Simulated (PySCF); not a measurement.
## Relaxation of quintet NiH4

All numbers come from UPBE0 in PySCF with Ni def2-TZVP, H def2-TZVP; no relativity; density-fitted integrals. A (50,194) grid was used.

A hand-made square planar start, of D4h symmetry, held to at least that symmetry:

```xyz
5
charge 0 multiplicity 5, angstrom
Ni    0.0000    0.0000    0.0000
H     1.4200    0.0000    0.0000
H     0.0000    1.4200    0.0000
H    -1.4200    0.0000    0.0000
H     0.0000   -1.4200    0.0000
```

(1) What does it relax to?

(2) How much energy is released, and in how many steps?

## Answers

(1) It ends at D4h with Ni–H 1.752 Å (×4); H–Ni–H 90.0° (×4), H–Ni–H 180.0° (×2). A frequency run shows 4 imaginary modes, down to 1294i cm⁻¹, so it is a higher-order saddle point.

(2) 203.8 kJ/mol in 6 steps.

With open d or f shells other occupations or spin states may lie lower. At this level a singlet minimum of D2d symmetry lies 572 kJ/mol below this structure.
